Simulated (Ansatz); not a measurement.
`CB[SiH2]Cl` + H₂ → `[SiH3]Cl` + `BC` at 400 K and 1 bar (hydrogenolysis of the Si–B bond).

Gas-phase electronic energies from Ansatz, PBE0-D4/def2-TZVP geometries. CCSD(T)/CBS is the MP2 limit (def2-TZVPP, def2-QZVPP) plus CCSD(T) − MP2 in def2-TZVPP, frozen cores. This one scheme is used for every species. Each species was taken in one conformer, which may not be the lowest.

```tsv
species	CCSD(T)/CBS energy (Eh)	H − E (kJ/mol)	S (J/(mol·K))
`CB[SiH2]Cl`	-815.34006	207.2	381.5
H₂	-1.17544	38.0	139.0
`[SiH3]Cl`	-750.69636	85.8	267.3
`BC`	-65.83255	164.9	265.6
```

H − E and S are ideal-gas, rigid-rotor, harmonic terms from PBE0-D4/def2-TZVP, for one conformer and one mirror image of each species. For small species the MP2-based limit differs from directly extrapolated CCSD(T) by up to some mEh (0.8 for H₂); such offsets cancel only in part. 1 Eh = 2625.50 kJ/mol, R = 8.31446 J/(mol·K).

Q: By hand: ΔE, ΔH, ΔS and ΔG.

A: ΔE = (-750.69636) + (-65.83255) − (-815.34006) − (-1.17544) = -0.01341 Eh = -35.2 kJ/mol. Δ(H − E) = 85.8 + 164.9 − 207.2 − 38.0 = 5.5, so ΔH = -29.7 kJ/mol. ΔS = 267.3 + 265.6 − 381.5 − 139.0 = 12.4 J/(mol·K). ΔG = -29.7 − 400 × (12.4)/1000 = -34.7 kJ/mol.

Q: By hand: the equilibrium constant, and the temperature at which ΔG would vanish if ΔH and ΔS stayed fixed.

A: log₁₀ K = −ΔG/(RT ln 10) = 4.5. ΔH and −TΔS have one sign here, so there is no such temperature.

The number of gas molecules stays the same, so ΔS is small and ΔH decides. A doubt of 5 kJ/mol in ΔE shifts log₁₀ K by 0.7 here. Other conformers and mirror images would add mixing entropy, several J/(mol·K) or more a flexible species. Modes under 60 cm⁻¹, often nearly free rotors, make the harmonic entropy too high. These are equilibria of isolated gas molecules and say nothing of rates. Largest T1 diagnostic: 0.010 (customary marks: 0.02 for closed shells, 0.045 for open ones).

ΔS is within the doubt of such terms, so its sign, and with it that verdict, could turn.
